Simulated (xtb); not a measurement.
xtb input (GFN2-xTB):

```bash
xtb mol.xyz --gfn 2 --sp --chrg -1 --uhf 0
```
mol.xyz:
```
3

Bi    -0.79143711     0.00000000    -0.00000000
Br     0.93841828     0.00000000     2.12710333
Br     0.93841828     0.00000000    -2.12710333
```

End of the output:

```
         :::::::::::::::::::::::::::::::::::::::::::::::::::::
         ::                     SUMMARY                     ::
         :::::::::::::::::::::::::::::::::::::::::::::::::::::
         :: total energy             -10.803975954054 Eh    ::
         :: gradient norm              0.013674699383 Eh/a0 ::
         :: HOMO-LUMO gap              0.150964280349 eV    ::
         ::.................................................::
         :: SCC energy               -10.805037052376 Eh    ::
         :: -> isotropic ES            0.126356956914 Eh    ::
         :: -> anisotropic ES         -0.007959924083 Eh    ::
         :: -> anisotropic XC          0.029519612955 Eh    ::
         :: -> dispersion             -0.002887484780 Eh    ::
         :: repulsion energy           0.001061098321 Eh    ::
         :: add. restraining           0.000000000000 Eh    ::
         :: total charge              -1.000000000000 e     ::
         :::::::::::::::::::::::::::::::::::::::::::::::::::::

           -------------------------------------------------
          |                Property Printout                |
           -------------------------------------------------

    * Orbital Energies and Occupations

         #    Occupation            Energy/Eh            Energy/eV
      -------------------------------------------------------------
         1        2.0000           -0.6544299             -17.8079
         2        2.0000           -0.6527791             -17.7630
Note: The following floating-point exceptions are signalling: IEEE_DENORMAL
normal termination of xtb
         3        2.0000           -0.5701565             -15.5147
         4        2.0000           -0.2668308              -7.2608
         5        2.0000           -0.2514550              -6.8424
         6        2.0000           -0.2281350              -6.2079
         7        2.0000           -0.2251184              -6.1258
         8        2.0000           -0.2250910              -6.1250
         9        2.0000           -0.2249541              -6.1213
        10        1.8976           -0.0471708              -1.2836 (HOMO)
        11        0.1024           -0.0416229              -1.1326 (LUMO)
        12                         -0.0121088              -0.3295
        13                          0.2341396               6.3713
        14                          0.2347195               6.3870
        15                          0.2420855               6.5875
        16                          0.2421045               6.5880
        17                          0.2422848               6.5929
        18                          0.2425267               6.5995
        19                          0.2456656               6.6849
        20                          0.2629867               7.1562
        21                          0.3212995               8.7430
        22                          0.4001067              10.8875
      -------------------------------------------------------------
                  HL-Gap            0.0055478 Eh            0.1510 eV
             Fermi-level           -0.0443969 Eh           -1.2081 eV

     #   Z          covCN         q      C6AA      α(0)
     1  83 Bi       1.647     0.028   501.507    44.125
     2  35 Br       0.824    -0.514   199.525    22.774
     3  35 Br       0.824    -0.514   199.525    22.774

 Mol. C6AA /au·bohr⁶  :       2547.223406
 Mol. C8AA /au·bohr⁸  :     236181.617876
 Mol. α(0) /au        :         89.673045

Wiberg/Mayer (AO) data.
largest (>0.10) Wiberg bond orders for each atom

 ---------------------------------------------------------------------------
     #   Z sym  total        # sym  WBO       # sym  WBO       # sym  WBO
 ---------------------------------------------------------------------------
     1  83 Bi   1.556 --     2 Br   0.778     3 Br   0.778
     2  35 Br   0.803 --     1 Bi   0.778
     3  35 Br   0.803 --     1 Bi   0.778
 ---------------------------------------------------------------------------

Topologies differ in total number of bonds
Writing topology from bond orders to xtbtopo.mol

molecular dipole:
                 x           y           z       tot (Debye)
 q only:       -1.864       0.000       0.000
   full:       -2.634      -0.000       0.000       6.696
molecular quadrupole (traceless):
                xx          xy          yy          xz          yz          zz
 q only:        5.132       0.000       9.887       0.000       0.000     -15.019
  q+dip:        7.956      -0.000      16.324       0.000      -0.000     -24.280
   full:        9.892      -0.000      11.662       0.000       0.000     -21.553

           -------------------------------------------------
          | TOTAL ENERGY              -10.803975954054 Eh   |
          | GRADIENT NORM               0.013674699383 Eh/α |
          | HOMO-LUMO GAP               0.150964280349 eV   |
           -------------------------------------------------

------------------------------------------------------------------------
------------------------------------------------------------------------
 total:
 SCF:
```
